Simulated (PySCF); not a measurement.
## IF₄ to IF₆: adding ligands

Level: PBE0 in the def2-SVP basis family, computed in PySCF with density fitting; scalar-relativistic core potentials for atoms from Rb on, none lighter, no spin–orbit coupling; open shells unrestricted.

Each entry is the lowest minimum that a search over a few typed start shapes (and spin states, where more than one is plausible) found, or that minimum re-optimised at the stated level; isomers with ligand–ligand bonds, or fragments after loss of a ligand pair, can lie lower.

```
molecule  2S+1  point group  mean bond to I (Å)  dipole (D)  highest ω (cm⁻¹)  polar-tensor charge of I  lowest ω (cm⁻¹)
     IF₄     2          C4v               1.953        1.32               617                      2.29              116
     IF₅     1          C4v               1.911        2.81               698                      2.90              178
     IF₆     ?            ?                   ?           ?                 ?                         ?                ?
```

(1) Fill in the row of IF₆.

## Answers

(1) 2S+1: 2; point group: Oh; mean bond to I (Å): 1.925; dipole (D): 0.00; highest ω (cm⁻¹): 633; polar-tensor charge of I: 3.23; lowest ω (cm⁻¹): 164.

The bond length does not run in one direction; the largest change, -0.042 Å, falls between IF₄ and IF₅ among the members listed.

The shape changes along the series: C4v for IF₄ and IF₅; Oh for IF₆.

Left out of the table are members whose search was unfinished or whose lowest solution was spin-contaminated, unstable, very soft or bonded differently.
